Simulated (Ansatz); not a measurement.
**CH7SbSi: structure from calculated spectroscopic constants**

These gas-phase data were calculated for one isomer of CH7SbSi at PBE0-D4/def2-SVP (harmonic, unscaled wavenumbers; equilibrium rotational constants with average atomic masses):

- rotational constants: 6.572, 2.645, 1.998 GHz
- all wavenumbers above 1500 cm⁻¹: 3205, 3193, 3075, 2231, 2225, 2212, 1944

Candidates:

(1) `[CH3][SbH][SiH3]`, a singlet
(2) `C[SiH2][SbH2]`, a singlet
(3) `[SiH3][CH2][SbH2]`, a singlet

Task: Assign the data to one candidate and say why.

Result: Candidate (1). 3 modes lie between 2000 and 2380 cm⁻¹, one for each Si–H bond, while (2) has 2. 3 modes lie between 2750 and 3290 cm⁻¹, one for each C–H bond, while (3) has 2.

The same quantities for all candidates:

```
     rotational constants (GHz)               wavenumbers above 1500 cm⁻¹  E above the lowest, PBE0-D4/def2-SVP (kcal/mol)
(1)         6.572, 2.645, 1.998  3205, 3193, 3075, 2231, 2225, 2212, 1944                                              7.6
(2)         12.82, 1.667, 1.543  3174, 3166, 3060, 2216, 2210, 1955, 1948                                              0.0
(3)         16.65, 1.544, 1.476  3156, 3086, 2232, 2229, 2207, 1954, 1947                                             16.0
```

Harmonic stretches to hydrogen usually lie a few per cent above observed fundamentals. Each candidate is one conformer. Atoms past krypton carry core potentials. Programs: Ansatz 0.2.0.
